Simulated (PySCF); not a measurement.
Structure revision by computed shifts

A compound C₅H₆FNSi gives the data below (simulated from a calculation) and was assigned the structure `C#C[SiH2][C@](C)(F)C#N`.

¹³C{¹H} NMR (computed): δ 108.9 (C), 98.2 (CH), 88.8 (C), 86.2 (C), 5.6 (CH3).

¹H NMR (300 MHz, computed): δ 2.06 (s, 3H), 1.75 (s, 1H), 0.81 (br s, 2H).

- GFN2-xTB structure
- NMR shieldings at PBE0/pcSseg-1/GIAO
- program: PySCF 2.14.0 with density-fitted response routines
- relativity neglected, one conformer, gas phase, one averaged value for each set of equivalent atoms

Chemical shifts δ = σref − σ; ¹H and ¹³C against TMS, all at this level.

(1) Compare with the shifts computed for the proposed structure, pairing carbons in order of shift.

(2) Which isomer fits?

Results:

(1) Atoms are numbered as in `[CH:1]#[C:2][SiH2:3][C@:4]([CH3:5])([F:6])[C:7]#[N:8]`. Each H is labelled by its parent atom.

```json
{"atom": "C7", "computed for proposal": "123.5", "given list": "108.9", "difference": "+14.6"}
{"atom": "C1", "computed for proposal": "108.3", "given list": "98.2", "difference": "+10.1"}
{"atom": "C4", "computed for proposal": "82.7", "given list": "88.8", "difference": "-6.1"}
{"atom": "C2", "computed for proposal": "82.6", "given list": "86.2", "difference": "-3.6"}
{"atom": "C5", "computed for proposal": "26.2", "given list": "5.6", "difference": "+20.6"}
```

The rms difference is 12.6 ppm and the largest +20.6 ppm at C5 (methyl carbon). The proposal doesn't fit.

(2) SMILES CC#C[Si@@](C#C)(N)F.

Carbon types of the structure: 3 × C, 1 × CH, 1 × CH3, leaving 2 H on heteroatoms. δC 108.9, 88.8, 86.2: alkyne carbon. δC 98.2: terminal alkyne carbon; sp carbons lie upfield of alkene carbons because the cylindrical π system leaves one tensor component strongly shielded. δC 5.6: propargylic methyl carbon; saturated and bonded to C and H only. δH 1.75: hydrogen on a terminal alkyne carbon; it lies on the axis of the triple bond, in its shielding cone.

This is the structure that produced the data.

The OH or NH signal is concentration- and solvent-dependent in practice; the value given is the gas-phase one. Splittings by ¹⁹F in the carbon and heteronuclear signals aren't shown, as no couplings were computed. Shifts are as computed. Against solution values, carbons near 30 ppm lie about +3 ppm off and those near 130 ppm about +5 ppm. Of 1309 compounds with measured shifts, 239 miss one by over three times the rms of a fit or turn the order of signals round; such compounds aren't used in these exercises. Multiplicities follow the n + 1 count of equivalent neighbours, as no J values were calculated; m marks all less simple cases, F and P coupling included.
